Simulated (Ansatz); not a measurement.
AlH₅S₂Si, SMILES `[SiH3][S][AlH][SH]`, charge 0, multiplicity 1.

Problem. Give a relaxed structure at PBE0-D4/def2-TZVP (Ansatz). (Estimate.)

Solution. Ansatz gave: 
```xyz
9

Si    0.109   -0.414    1.506
S     0.052   -1.709   -0.190
Al   -0.023   -0.303   -1.856
S    -0.215    1.855   -1.617
H     0.110   -1.287    2.704
H    -1.079    0.480    1.548
H     1.330    0.432    1.499
H     0.068   -0.881   -3.315
H    -0.353    1.828   -0.280
```
This is one stationary point; other conformers may exist.
